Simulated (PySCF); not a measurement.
## How well do the runs reproduce experiment for COSe?

**What was measured.**

NIST CCCBDB Release 22 (SRD 101), experimental dipoles lists, for the gas: dipole moment (microwave Stark effect, vibrational ground state) 0.754 D.

How close the calculation comes is told at the end.

Compound: COSe.
Atom-mapped SMILES: `[O:1]=[C:2]=[Se:3]`

Geometry (PBE0-D3(BJ)/def2-SVP, Å), atoms numbered from 1 in this order:
```xyz
3
COSe angstrom
O     -1.147    0.769   -0.014
C     -0.147    0.193   -0.011
Se     1.332   -0.660   -0.008
```

Runs made with PySCF (gas phase, on this PBE0-D3(BJ)/def2-SVP geometry; no spin–orbit coupling):

```
                             level                                          job  basis functions  wall time
PBE0-D3(BJ)/def2-SVP, grid level 1  geometry optimisation from a GFN2-xTB start               60      2.1 s
```

Hardware: one thread, Intel Xeon 6975P-C (x86_64) (shared host).

## Comparison

**Dipole moment.** Measured: 0.754 D (NIST CCCBDB Release 22 (SRD 101), experimental dipoles).

| level | computed (D) | computed − measured (D) | % (from the printed values) |
| --- | --- | --- | --- |
| PBE0-D3(BJ)/def2-SVP | 0.692 | -0.062 | -8 |

The computed dipoles belong to one fixed geometry; measured ones are averaged over vibrations unless marked μe. Magnitudes are compared, not signs.

The geometry is computed, not the measured one. Where a level misses, the cause wasn't examined.
